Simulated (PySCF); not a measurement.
**Distorted geometries of WO2Br2**

WO2Br2 (singlet). PySCF 2.14.0, RKS B3LYP, W def2-SVP with ECP60, O def2-SVP, Br def2-SVP; non-relativistic Hamiltonian with scalar-relativistic core potentials where named; density fitting; no spin-orbit coupling. Relaxed geometry:

```xyz
5

W     0.3594    0.3594    0.0000
O     1.5471    0.6131   -1.1959
O     0.6131    1.5471    1.1959
Br   -1.8370    0.6920   -0.9901
Br    0.6920   -1.8370    0.9901
```

Question: Order these distorted geometries by energy above the relaxed one, lowest first.
A.
```xyz
5

W     0.5141    0.3631    0.1468
O     1.4169    0.7775   -1.2939
O     0.4008    1.4736    1.2056
Br   -1.8482    0.4749   -0.9828
Br    0.8910   -1.7145    0.9243
```
B.
```xyz
5

W     0.3462    0.3382    0.0195
O     1.5179    0.6451   -1.1950
O     0.6100    1.5221    1.1655
Br   -1.8091    0.7072   -1.0294
Br    0.7095   -1.8381    1.0394
```
C.
```xyz
5

W     0.4014    0.4356   -0.0740
O     1.5246    0.5916   -1.2046
O     0.5886    1.6197    1.3507
Br   -1.8252    0.4617   -0.9905
Br    0.6852   -1.7341    0.9184
```

Answer: B (0.06 eV), C (0.98 eV), A (2.04 eV).

Question: Which forces (eV/Å) act in the one that lies 0.98 eV up?

Answer: 
```
W   -5.01  1.84  9.88
O    5.33  1.25 -5.14
O   -0.21 -2.99 -4.49
Br  -0.27  0.23 -0.30
Br   0.16 -0.33  0.05
```
Forces carry noise of the integration grid, about 0.01 to 0.03 eV/Å.
